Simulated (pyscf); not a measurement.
Li–N(CH₃)–CH₃ (SMILES [Li][N](C)C), singlet

Gas-phase minimum from PySCF at ωB97X-D3(BJ)/def2-SVP, one conformer. 

SMILES: [Li][N](C)C
```xyz
10

Li     1.2394     1.3070    -2.0424
N      0.6078     0.7014    -0.5390
C     -0.7822     0.7225    -0.1688
C      1.3824     0.1082     0.5177
H     -0.9860     1.3079     0.7612
H     -1.4087     1.1738    -0.9635
H     -1.2061    -0.2933     0.0253
H      2.4602     0.0769     0.2642
H      1.3040     0.6572     1.4882
H      1.0840    -0.9433     0.7510
```
Charge 0, spin multiplicity 1.

Bonded distances (Å): Li1–N2 1.740, N2–C3 1.439, N2–C4 1.438, C3–H5 1.118, C3–H6 1.108, C3–H7 1.118, C4–H8 1.108, C4–H9 1.118, C4–H10 1.118. Bond angles (°): Li1–N2–C3 124.6, Li1–N2–C4 125.7, C3–N2–C4 109.7, N2–C3–H5 113.5, N2–C3–H6 111.6, N2–C3–H7 113.4, H5–C3–H6 106.3, H5–C3–H7 105.2, H6–C3–H7 106.3, N2–C4–H8 111.6, N2–C4–H9 113.4, N2–C4–H10 113.4, H8–C4–H9 106.3, H8–C4–H10 106.3 (the first ones only).

Properties at ωB97X-D3(BJ)/def2-SVP:

```
Quantity                                                                                                                                                                                                                                                      Result…
---------------------------------------------------------------------------------------------------------------------  ---------------------------------------------------------------------------------------------------------------------------------------------…
Harmonic wavenumbers, unscaled                                                                                         125, 212, 277, 308, 401, 752, 1034, 1098, 1116, 1170, 1248, 1279, 1439, 1451, 1454, 1467, 1494, 1507, 2900, 2914, 2928, 2940, 3049, 3053 cm⁻¹…
Zero-point energy                                                                                                                                                                                                                                      50.9 kcal/mol…
Rotational symmetry number                                                                                                                                                                                                                                         2…
Entropy of this conformer at 298 K and 1 atm, rigid rotor and harmonic oscillator, modes under 100 cm⁻¹ raised to 100                                                                                                                                291.7 J/(mol K)…
Dipole moment                                                                                                                                                                                                                                                 5.44 D…
```

Single-point totals, which compare only within one level (frozen core for MP2 and CC):

```
level                   total energy (hartree)
----------------------  ----------------------
ωB97X-D3(BJ)/def2-TZVP              -142.20072
PBE/def2-TZVP                       -141.92157
r²SCAN/def2-TZVP                    -142.03542
B3LYP-D3(BJ)/def2-TZVP              -142.15260
PBE0-D3(BJ)/def2-TZVP               -141.94605
M06-2X/def2-TZVP                    -142.05945
ωB97M-D3(BJ)/def2-TZVP              -142.16349
HF/def2-TZVPP                       -141.14857
MP2/def2-TZVPP                      -141.76802
CCSD/def2-TZVPP                     -141.80128
CCSD(T)/def2-TZVPP                  -141.82604
```

Soft torsions are taken as harmonic, which can shift the entropy by several J/(mol K). The CCSD(T) − MP2 part came from Ansatz, without density fitting, on the same reference. The frozen core leaves the outer d or s,p core shells of the metals and heavy elements correlated in the MP2 and CC values, and def2-TZVPP describes them poorly, so these totals are far from the basis limit.
